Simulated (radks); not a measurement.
Task: The mean radii <r> (bohr) of the occupied orbitals of an atom or ion are listed with their occupations. Calculated with a radial shooting solver on a logarithmic mesh with Libxc functionals: non-relativistic Kohn-Sham, PBE, spin-polarised, spherical densities, point nucleus.

| orbital | occ. | <r> |
|---|---|---|
| 1s down | 1 | 0.06157 |
| 1s up | 1 | 0.06157 |
| 2s up | 1 | 0.2826 |
| 2s down | 1 | 0.2822 |
| 2p up | 3 | 0.2485 |
| 2p down | 3 | 0.2480 |
| 3s up | 1 | 0.8395 |
| 3s down | 1 | 0.8426 |
| 3p up | 3 | 0.8716 |
| 3p down | 3 | 0.8766 |
| 3d up | 3 | 0.9578 |

Name the element and its charge. Open shells, if any, are filled with parallel spins first.

Result: Z = 25, manganese, charge +4: Mn4+ in [Ar] 3d3. The 1s radius gives Z: for a bare nucleus <r> = 1.5/Z, 0.06 bohr for Z = 25, and screening makes it slightly larger (0.06157 here). The occupations add up to 21, and the charge is Z minus that.
